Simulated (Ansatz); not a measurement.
**Abstraction of Cl: C2H5AlCl2 + CCl2F → C2H5AlCl + CCl3F**

Gas-phase species: C2H5AlCl2 (ethylaluminum dichloride) `C[CH2][Al]([Cl])[Cl]`, singlet; CCl2F (dichlorofluoromethyl radical) `F[C](Cl)Cl`, doublet; C2H5AlCl `C[CH2][Al][Cl]`, doublet; CCl3F (trichlorofluoromethane) `FC(Cl)(Cl)Cl`, singlet. A radical takes Cl: the energy is the difference in strength between the Al–Cl bond broken and the C–Cl bond made.

Shapes, held fixed at every level: PBE0-D4/def2-TZVP. Flexible molecules stand in one conformer, not always the lowest. Programs: Ansatz 0.2.0. Electronic energies: no zero-point or thermal term.

| level | kind | ΔE (kJ/mol) | less CCSD(T)/CBS estimate |
| --- | --- | --- | --- |
| MP2/def2-TZVPP | perturbation theory | +176.2 | -8.5 |
| HF/def2-SVP | Hartree–Fock | +234.2 | +49.5 |
| r2SCAN-D4/def2-TZVPP | meta-GGA | +192.3 | +7.6 |
| B3LYP-D4/def2-TZVPP | global hybrid | +187.7 | +3.0 |
| CCSD(T)/def2-SVP | coupled cluster or CI | +187.0 | +2.3 |
| CCSD(T)/def2-TZVPP | coupled cluster or CI | +186.3 | +1.6 |
| CCSD/def2-TZVPP | coupled cluster or CI | +193.7 | +9.0 |
| CCSD(T)/CBS estimate | coupled cluster or CI | +184.7 | 0.0 |

The highest level, CCSD(T)/CBS estimate, gives ΔE = +184.7 kJ/mol; the levels span +176.2 to +234.2. The column of differences is taken from that level and isn't an error. No measured value is set beside it here. Open shells run unrestricted. The CBS estimate extrapolates MP2 from def2-TZVPP and def2-QZVPP and adds CCSD(T) − MP2 in the triple-zeta set, cores frozen.
